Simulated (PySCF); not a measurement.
An unknown gives this computed stick spectrum. Method used: TDDFT wB97X-D/def2-SVPD, vertical, gas phase, core orbitals frozen in the response in PySCF. Geometries: GFN2-xTB, one conformer each.

| state | E (eV) | λ (nm) | f |
| --- | --- | --- | --- |
| S1 | 6.69 | 185.3 | 0.0027 |
| S2 | 7.22 | 171.6 | 0.038 |
| S3 | 7.70 | 161.0 | 0.032 |
| S4 | 8.06 | 153.8 | 0.047 |
| S5 | 8.19 | 151.4 | 0.093 |
| S6 | 8.31 | 149.3 | 0.080 |
| S7 | 8.47 | 146.3 | 0.070 |
| S8 | 8.52 | 145.6 | 0.079 |

Triplets computed (Tamm–Dancoff): 6.38, 6.88, 7.39 eV.

Task: Which candidate is it?
A. `C[C@H](F)/C=C/CF`
B. `[Al@-]1([Cl])([F])[Cl+][Al@@H-]([Cl+]1)[CH2]C`
C. `C(=C/CC(F)F)/C`

Result: B. Its S1, at 6.69 eV, is the lowest among the candidates; the nearest of the others has S1 at 7.39 eV. S1 is HOMO→LUMO+1 (87%). Löwdin shares by element: HOMO carbon 49%, aluminium 19% or more, hydrogen 9% or more (atoms not listed hold the other 23%); LUMO aluminium 59%, chlorine 23% or more (atoms not listed hold the other 18%). At the same level the other candidates give, for their lowest levels:
- `C/C=C\CC(F)F`: 7.39 eV (f 0.103); 7.47 eV (f 0.415); 8.05 eV (f 0.023); 8.25 eV (f 0.000); 8.62 eV (f 0.014); T1 4.59 eV; HOMO -9.35, LUMO 2.01 eV
- `C[C@H](F)/C=C/CF`: 7.44 eV (f 0.530); 7.64 eV (f 0.029); 8.06 eV (f 0.001); 8.23 eV (f 0.001); 8.54 eV (f 0.001); T1 4.61 eV; HOMO -9.41, LUMO 1.91 eV

Conformer computed: `[CH3:1][CH2:2][Al@@H-:3]1[Cl+:4][Al@@-:5]([F:6])([Cl:7])[Cl+:8]1`: C1–C2–Al3–Cl4 -143°.
